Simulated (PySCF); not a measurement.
**Nuclear quadrupole coupling in `C=CO[SiH2]SC`**

Compound: C3H8OSSi.
Numbering: `[CH2:1]=[CH:2][O:3][SiH2:4][S:5][CH3:6]` (hydrogens: H7, H8 on C1; H9 on C2; H10, H11 on Si4; H12, H13, H14 on C6)

Cartesian coordinates in Å at the PBE0-D3(BJ)/def2-SVP level; atoms count from 1:
```
atom  x, y, z in Å
C1    -2.7150    0.2752   -0.3351
C2    -2.2696    1.3933    0.2434
O3    -0.9904    1.6904    0.5474
Si4    0.3620    0.7342    0.2915
S5     1.9658    1.9061    1.0529
C6     3.3059    0.7354    0.6485
H7    -2.0535   -0.5439   -0.6318
H8    -3.7822    0.1583   -0.5266
H9    -2.9504    2.2014    0.5322
H10    0.5371    0.4487   -1.1648
H11    0.2293   -0.5630    1.0215
H12    4.2394    1.2016    0.9897
H13    3.3794    0.5597   -0.4346
H14    3.1830   -0.2223    1.1750
```

Field gradients from the PBE0/pcSseg-1 density (PySCF, non-relativistic), principal values in atomic units, ordered |Vxx| ≤ |Vyy| ≤ |Vzz|:

| atom | Vxx | Vyy | Vzz |
| --- | --- | --- | --- |
| O3 | -0.6619 | -0.9378 | 1.5997 |
| S5 | 0.2818 | 2.1663 | -2.4480 |

Find the asymmetry η = (Vxx − Vyy)/Vzz and the couplings χ = eQV/h (234.96 MHz × Q in barn × V in au), with Q(17O) = −0.0256 b, Q(33S) = −0.0678 b.

```tsv
atom	environment	nucleus	η	χzz (MHz)	χxx (MHz)	χyy (MHz)
O3	silyl ether oxygen	17O	0.17	-9.62	3.98	5.64
S5	sulfur bonded to C and Si	33S	0.77	39.00	-4.49	-34.51
```

The tensor is traceless: Vxx + Vyy + Vzz = 0.

What is Vzz at O3 in SI units (1 au = 9.71736 × 10²¹ V/m²)?

1.5997 au = 15.545 × 10²¹ V/m².

What couplings would deuterons (Q(2H) = 0.00286 b) have in place of the hydrogens, at this geometry?

```tsv
atom	bonded to	bond length (Å)	Vzz (au)	η	χzz (kHz)
H7	C1	1.094	0.3088	0.11	207
H8	C1	1.090	0.3144	0.09	211
H9	C2	1.095	0.2936	0.09	197
H10	Si4	1.494	0.1353	0.04	91
H11	Si4	1.494	0.1353	0.04	91
H12	C6	1.098	0.2936	0.05	197
H13	C6	1.100	0.2888	0.04	194
H14	C6	1.100	0.2888	0.04	194
```

Isolated species at its PBE0-D3(BJ)/def2-SVP geometry (one conformer only). With so small a basis the couplings can be 20 % off.
